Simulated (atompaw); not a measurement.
lead: PAW (atompaw) pseudisation with PBE, scalar-relativistic reference atom.

- Element: lead
- Generator: atompaw 4.2.0.5
- Type: PAW
- Functional: PBE
- Relativity: scalar-relativistic
- Frozen core: [Xe] 4f14 5d10
- Valence charge: 4
- Reference configuration: 6s2 6p0 (charge +2)
- Partial waves: 6s (bound); 6s channel at -1.6 Ry; 6p (bound, empty); 6p channel at 0.25 Ry; 6d channel at 0.3 Ry; 6d channel at 2.25 Ry
- Local potential: bessel scheme, radius 1.65 bohr
- Core correction: smooth core density matched at 1.35 bohr
- Augmentation charge: sinc compensation charge, radius 2.20 bohr; PAW radius 2.30 bohr; waves and projectors: bloechl

Does the generator finish with these settings?

No. atompaw 4.2.0.5 stopped with "atompaw: The overlap operator has at least one negative eigenvalue!": the overlap operator built from these waves and projectors is not positive definite.
